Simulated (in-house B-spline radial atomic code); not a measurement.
Ionising La VII (La6+) with different functionals

Computed with a B-spline radial code for spherical atoms: scalar-relativistic (spin-free X2C) Hamiltonian, Fermi nucleus of rms radius 4.855 fm, spin-polarised at highest spin, spherical fractional occupations for the functionals, the average over the highest-spin determinants for Hartree-Fock. The ionisation energy is the difference of two self-consistent energies, [Kr] 4d10 5s2 5p3 → [Kr] 4d10 5s2 5p2, without Breit or QED terms; ε is the level of the shell that loses the electron (its least bound occupied spin orbital). There is no spin-orbit coupling in this Hamiltonian.

Hybrids are left out here: with spherical fractional occupations of an open shell their exact exchange keeps a self-interaction that integer-occupation calculations don't have.

```
           method          rung  ΔSCF (eV)  -ε(5p) (eV)
     Hartree-Fock  Hartree-Fock          ?            ?
         LDA VWN5           LDA      91.34        84.62
         LDA PW92           LDA      91.33        84.61
LDA exchange-only           LDA      90.05        83.37
              PBE           GGA      91.18        84.52
           PBEsol           GGA      91.23        84.56
             BLYP           GGA          ?            ?
             RPBE           GGA      91.15        84.51
             PW91           GGA      91.27        84.60
             BP86           GGA      91.27        84.59
             AM05           GGA      91.22        84.54
             OLYP           GGA      91.40        84.74
             TPSS      meta-GGA      91.28        84.68
             SCAN      meta-GGA      91.74        85.20
           r2SCAN      meta-GGA      91.72        85.17
          revTPSS      meta-GGA      91.35        84.76
```

Q: What does BLYP give?

A: ΔSCF 90.91 eV, and -ε(5p) = 84.19 eV.

Q: What does Hartree-Fock give?

A: ΔSCF 90.76 eV, and -ε(5p) = 91.08 eV.

Q: How do they compare with the NIST value?

A: NIST lists 88 eV ± 2 (tabulated theory, ground level to ground level). Errors run from +2.05 to +3.74 eV; all lie within about twice that uncertainty, so the table can't rank the methods. Hartree-Fock also lacks correlation.
